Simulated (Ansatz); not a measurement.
Molecule: GeF$_{2}$, charge 0, multiplicity 1. 
Coordinates optimised at B3LYP-D3(BJ)/def2-TZVP (Ansatz, a quantum-chemistry and plane-wave program):
```
Ge
F 1 1.7583
F 1 1.7583 2 97.40
```
Charge 0, spin multiplicity 1.

Parts of the frozen-core correlation energy in STO-3G (Ansatz, hartree). Frozen orbitals: 16; correlated occupied orbitals by spin: 9 and 9; virtual: 3 and 3. Spin-orbit coupling is left out. Non-relativistic.

| term | value |
|---|---|
| reference (HF) | -2247.81656 |
| MP2 opposite-spin | (withheld) |
| MP2 same-spin | (withheld) |
| CCSD correlation | -0.08850 |
| (T) | (withheld) |
| FCI minus CCSD(T) | -0.00173 |
| T1 diagnostic | 0.026 |
| largest doubles amplitude | 0.080 |

Task: Some entries are withheld; supply them.

Result: 
- MP2 opposite-spin, value: -0.05966
- MP2 same-spin, value: -0.01552
- (T), value: -0.01126
